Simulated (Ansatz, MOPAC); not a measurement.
Species: C$_{2}$H$_{2}$N (charge 0, doublet). SMILES: [C-]#[N+][CH2]

Atoms: C1, N2, C3, H4, H5. Bonds: C1-N2, C1-H4, C1-H5, N2-C3.

Bond lengths (Å) and angles (degrees) optimised at PM7 with MOPAC; MNDO with MOPAC; HF/3-21G with Ansatz (a first-principles code); PBE/6-31G* with Ansatz, each started from the B3LYP-D3(BJ)/def2-TZVP structure (Ansatz) of the last column. A row stands for all coordinates that are equal there. 6-31G* holds six Cartesian d functions. No wavenumbers were computed at MNDO, PBE/6-31G*, so these may be saddle points.

```tsv
coordinate	PM7	MNDO	HF/3-21G	PBE/6-31G*	B3LYP-D3(BJ)/def2-TZVP
C1-N2	1.346	1.364	1.354	1.334	1.332
C1-H4	1.077	1.086	1.069	1.092	1.080
N2-C3	1.189	1.199	1.174	1.209	1.181
C1-N2-C3	180.0	180.0	180.0	180.0	180.0
N2-C1-H4	120.2	119.4	118.9	119.2	119.0
H4-C1-H5	119.7	121.2	122.2	121.5	122.1
```

Mean signed difference of all 4 bond lengths from B3LYP-D3(BJ)/def2-TZVP: PM7 0.004 Å, MNDO 0.016 Å, HF/3-21G -0.002 Å, PBE/6-31G* 0.014 Å.
